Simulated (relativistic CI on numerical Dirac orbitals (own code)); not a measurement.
## Crystal-field levels of Rh2+, 4d7

Calculated by Dirac-Coulomb-Breit CI, orbitals from a KLI potential per configuration, a model potential for QED, valence Slater integrals scaled by 0.85, one configuration in a parametric crystal field (own radial code).

Field parameters in Wybourne normalisation: D3d B²₀ = −7Dσ, B⁴₀ = −14Dq − 21Dτ, B⁴₃ = −14√(10/7) Dq. The field is a parameter set, without covalency.

S is read from ⟨S²⟩ = S(S + 1).

Levels (cm⁻¹, degeneracy): 0 (2), 71 (2), 12501 (2), 13172 (2), 13291 (2), 14573 (2), 14658 (2), 14662 (2), 25873 (2), 25897 (2), 26959 (2), 27037 (2).

(1) Which field gives this pattern?
A. D3d, 10Dq = 28850, Dσ = 330, Dτ = -110 cm⁻¹
B. D3d, 10Dq = 28850, Dσ = -110, Dτ = -110 cm⁻¹
C. D3d, 10Dq = 28850, Dσ = 980, Dτ = -110 cm⁻¹
D. D3d, 10Dq = 28850, Dσ = -760, Dτ = -110 cm⁻¹

## Answers

(1) A. D3d, 10Dq = 28850, Dσ = 330, Dτ = -110 cm⁻¹, ground level with S = 0.52.
